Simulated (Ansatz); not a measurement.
Consider the cleavage of the Si–Ge bond: `[SiH3][SiH2][GeH3]` + CH₃SH → `CS[SiH2][SiH3]` + GeH₄.

Gas-phase electronic energies from Ansatz, PBE0-D4/def2-TZVP geometries. CCSD(T)/CBS is the MP2 limit (def2-TZVPP, def2-QZVPP) plus CCSD(T) − MP2 in def2-TZVPP, frozen cores. This one scheme is used for every species. DFT in def2-TZVPP. B3LYP here is the variant with VWN-RPA as its local correlation; programs differ in this. For Ge outer-core shells are correlated without core-valence functions, which leaves a few kJ/mol of doubt a bond. Scalar relativity is left out up to krypton. Each species was taken in one conformer, which may not be the lowest.

```tsv
level	ΔE (kJ/mol)	difference from CCSD(T)/CBS
r2SCAN-D4	-33.5	-0.4
PBE0-D4	-30.1	3.0
B3LYP-D4	-33.6	-0.5
ωB97X-V	-33.9	-0.8
ωB97M-V	-35.2	-2.1
B2PLYP	-33.7	-0.6
PBE	-26.8	6.3
r2SCAN	-33.0	0.1
PBE0	-28.4	4.7
HF/def2-TZVPP	-37.4	-4.3
MP2/def2-TZVPP	-37.8	-4.7
SCS-MP2/def2-TZVPP	-37.0	-3.9
CCSD(T)/def2-TZVPP	-31.1	2.0
HF/def2-QZVPP	-38.2	-5.1
MP2/def2-QZVPP	-39.2	-6.1
HF/CBS(def2)	-38.3	-5.2
CCSD(T)/CBS	-33.1	0
```

Largest T1 diagnostic among the species: 0.013.

The D4 term adds −3.4 kJ/mol with B3LYP and −1.7 kJ/mol with PBE0; it sums over pairs of atoms, weighted by their polarisabilities, and B3LYP, whose exchange is more repulsive, gets the larger term.
